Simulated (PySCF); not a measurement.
Which level of theory gave which numbers?

Compound: 5,5-difluoro-1,3-dioxane, C4H6F2O2.
SMILES with atom numbers: `[F:1][C:2]1([F:3])[CH2:4][O:5][CH2:6][O:7][CH2:8]1` (hydrogens: H9, H10 on C4; H11, H12 on C6; H13, H14 on C8)

The closed-shell ground state was solved 4 times with PySCF (density fitting, gas phase), always with B3LYP, in these basis sets: 6-31G*, cc-pVTZ, pcJ-0 and pcJ-1. One conformer (not necessarily the lowest) at the PBE0-D3(BJ)/def2-SVP geometry, without solvent, vibrations or thermal averaging.

```json
{"row": "P", "total energy (Eh)": "-506.1309", "HOMO (eV)": "-7.42", "LUMO (eV)": "2.05", "dipole (D)": "2.02"}
{"row": "Q", "total energy (Eh)": "-506.3401", "HOMO (eV)": "-7.76", "LUMO (eV)": "0.81", "dipole (D)": "2.19"}
{"row": "R", "total energy (Eh)": "-505.1498", "HOMO (eV)": "-7.74", "LUMO (eV)": "1.95", "dipole (D)": "2.48"}
{"row": "S", "total energy (Eh)": "-506.1585", "HOMO (eV)": "-7.80", "LUMO (eV)": "0.97", "dipole (D)": "2.28"}
```

Question: Which basis belongs to which row?

Answer: P = 6-31G*, Q = cc-pVTZ, R = pcJ-0, S = pcJ-1. From the lowest total energy up: cc-pVTZ (324 functions) 0 eV; pcJ-1 (276 functions) +4.94 eV; 6-31G* (124 functions) +5.69 eV; pcJ-0 (122 functions) +32.39 eV.
